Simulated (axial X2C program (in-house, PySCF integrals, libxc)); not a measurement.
**ZrF⁺: bond constants with and without spin–orbit coupling**

Computed with an in-house relativistic program for diatomic molecules. Spin-free means the one-electron spin-free X2C Hamiltonian; two-component (2c) means X2C with spin–orbit coupling and atomic mean-field two-electron Coulomb and Gaunt terms, so the difference of the two also holds small scalar two-electron terms. Basis: Zr dyall-cv3z [11s12p9d6f3g], F dyall-av3z [7s6p3d2f] (cores contracted in-house); Gaussian nuclei, density fitting, unrestricted open shells. Masses: Zr 89.905 u, F 18.998 u.

State, spin-free: M_S = 1, Λ = 2 (beyond evenly filled blocks: σα, δ+α); electrons by block: σα: 12, σβ: 11, π+α: 5, π+β: 5, π-α: 5, π-β: 5, δ+α: 2, δ+β: 1, δ-α: 1, δ-β: 1. Fragments: Zr+ + F.

State, 2c: Ω = 1 (⟨Sz⟩ = -1.00, ⟨Lz⟩ = 2.00 at PBE0); electrons by block: 1/2: 16, -1/2: 17, 3/2: 7, -3/2: 6, 5/2: 1, -5/2: 1. Fragments: Zr+ + F.

```json
{"Hamiltonian": "spin-free", "level": "PBE0", "Re (Å)": "1.814", "ωe (cm⁻¹)": "751.6", "ωexe (cm⁻¹)": "2.98", "Be (cm⁻¹)": "0.3265", "αe (cm⁻¹)": "0.00176", "De (eV)": "6.10", "D0 (eV)": "6.06", "μ (D)": "-4.59"}
{"Hamiltonian": "spin-free", "level": "HF", "Re (Å)": "1.832", "ωe (cm⁻¹)": "739.8", "ωexe (cm⁻¹)": "3.25", "Be (cm⁻¹)": "0.3204", "αe (cm⁻¹)": "0.00176", "De (eV)": "3.89", "D0 (eV)": "3.84", "μ (D)": "-5.47"}
{"Hamiltonian": "spin-free", "level": "MP2", "Re (Å)": "1.838", "ωe (cm⁻¹)": "732.9", "ωexe (cm⁻¹)": "2.98", "Be (cm⁻¹)": "0.3183", "αe (cm⁻¹)": "0.00171", "De (eV)": "6.37", "D0 (eV)": "6.32", "μ (D)": "n/a"}
{"Hamiltonian": "spin-free", "level": "CCSD", "Re (Å)": "1.836", "ωe (cm⁻¹)": "735.1", "ωexe (cm⁻¹)": "2.85", "Be (cm⁻¹)": "0.3187", "αe (cm⁻¹)": "0.00171", "De (eV)": "5.87", "D0 (eV)": "5.82", "μ (D)": "n/a"}
{"Hamiltonian": "spin-free", "level": "CCSD(T)", "Re (Å)": "1.839", "ωe (cm⁻¹)": "732.7", "ωexe (cm⁻¹)": "2.78", "Be (cm⁻¹)": "0.3178", "αe (cm⁻¹)": "0.0017", "De (eV)": "6.07", "D0 (eV)": "6.02", "μ (D)": "n/a"}
{"Hamiltonian": "spin-free", "level": "PBE", "Re (Å)": "1.825", "ωe (cm⁻¹)": "734.9", "ωexe (cm⁻¹)": "2.96", "Be (cm⁻¹)": "0.3228", "αe (cm⁻¹)": "0.00178", "De (eV)": "6.57", "D0 (eV)": "6.53", "μ (D)": "-4.19"}
{"Hamiltonian": "2c", "level": "PBE0", "Re (Å)": "1.815", "ωe (cm⁻¹)": "751.1", "ωexe (cm⁻¹)": "2.99", "Be (cm⁻¹)": "0.3264", "αe (cm⁻¹)": "0.00176", "De (eV)": "n/a", "D0 (eV)": "n/a", "μ (D)": "-4.59"}
{"Hamiltonian": "2c", "level": "HF", "Re (Å)": "1.832", "ωe (cm⁻¹)": "738.6", "ωexe (cm⁻¹)": "3.29", "Be (cm⁻¹)": "0.3203", "αe (cm⁻¹)": "0.00177", "De (eV)": "n/a", "D0 (eV)": "n/a", "μ (D)": "-5.47"}
{"Hamiltonian": "2c", "level": "MP2", "Re (Å)": "1.838", "ωe (cm⁻¹)": "731.8", "ωexe (cm⁻¹)": "3.01", "Be (cm⁻¹)": "0.3181", "αe (cm⁻¹)": "0.00172", "De (eV)": "n/a", "D0 (eV)": "n/a", "μ (D)": "n/a"}
{"Hamiltonian": "2c", "level": "CCSD", "Re (Å)": "1.837", "ωe (cm⁻¹)": "734.0", "ωexe (cm⁻¹)": "2.91", "Be (cm⁻¹)": "0.3186", "αe (cm⁻¹)": "0.00172", "De (eV)": "n/a", "D0 (eV)": "n/a", "μ (D)": "n/a"}
{"Hamiltonian": "2c", "level": "CCSD(T)", "Re (Å)": "1.839", "ωe (cm⁻¹)": "731.8", "ωexe (cm⁻¹)": "2.84", "Be (cm⁻¹)": "0.3177", "αe (cm⁻¹)": "0.0017", "De (eV)": "n/a", "D0 (eV)": "n/a", "μ (D)": "n/a"}
{"Hamiltonian": "2c", "level": "PBE", "Re (Å)": "1.825", "ωe (cm⁻¹)": "734.5", "ωexe (cm⁻¹)": "2.96", "Be (cm⁻¹)": "0.3228", "αe (cm⁻¹)": "0.00178", "De (eV)": "n/a", "D0 (eV)": "n/a", "μ (D)": "-4.19"}
```

Correlated methods: 10 electrons correlated (number of frozen shells: Zr 4 s, 3 p, 1 d; F 1 s), 308 virtual spin orbitals or spinors in MP2, 90 natural virtuals in coupled cluster.

Dipoles are positive if F is the positive end and refer to the centre of mass.

The state is one determinant whose occupation by symmetry is held fixed; it was picked as the lowest of a PBE0 search that is not exhaustive. De is counted from the lowest determinant-based energies of the atoms at the same level, without counterpoise correction. De is not given where an atomic determinant may have missed its ground term or J level, or where the truncated virtual space spoils (T). Density functionals use the spin component along the axis (collinear). CCSD and (T) use frozen natural virtuals with an MP2 correction for the truncation; (T) itself is uncorrected, so its De runs slightly low. PBE0 can misorder states that lie within some tenths of an eV, so this need not be the ground state of the molecule. The nearest other spin-free determinant of the search, M_S = 1, Λ = 0, lies 0.02 eV up at the distance of the search. The functionals have no current-density term, which raises determinants with orbital currents, atoms included. With several unpaired electrons one determinant need not be a pure state. The outer-core s and p shells of the metal are frozen in the correlated rows, which leaves out core–valence correlation; for alkali and alkaline-earth bonds that tends to lengthen them. At some level and bond length an empty orbital lies below a filled one. With the outer-core shells frozen, correlated bond lengths of heavy atoms tend to come out a few hundredths of an ångström too long.

Rough cost a point (2c) on 1 thread(s) of a shared host, integrals apart: PBE0 1.6 s, HF 1.2 s, CCSD(T) 5 s, PBE 0.7 s.

The whole task took 3.4 min on 1 thread of AMD EPYC 9B14 (Zen 4) (shared host).
